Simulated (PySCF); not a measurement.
All values below come from B3LYP-D3(BJ)/def2-TZVP // PBE0-D4/def2-TZVP run with PySCF. Isolated molecules, 0 K electronic values unless said otherwise. One relaxed conformer stands for a flexible species; it need not be the lowest. B3LYP has the VWN-RPA correlation part, as in Gaussian. Excitations are Tamm–Dancoff values on a coarser integration grid. The basis has no diffuse functions, so Rydberg states are missing or too high.

Reference species (SMILES): `[OH][Ga]([F])[F]` (H–O–Ga–F torsion 180°) (neutral, multiplicity 1).

```json
{
 "HOMO–LUMO gap": "7.52 eV",
 "brightest of the four lowest singlets (TDA)": "7.01 eV"
}
```

Changed species: `[F][Ga]([F])[F]` (0 of 3 F replaced by OH; the reference has 1 of 3 F replaced by OH).

### Question
Predict the effect on the HOMO–LUMO gap and brightest of the four lowest singlets (TDA).

### Answer
the HOMO–LUMO gap increases by 1.16 eV, to 8.68 eV; the brightest of the four lowest singlets (TDA) goes up by 0.50 eV, to 7.51 eV.
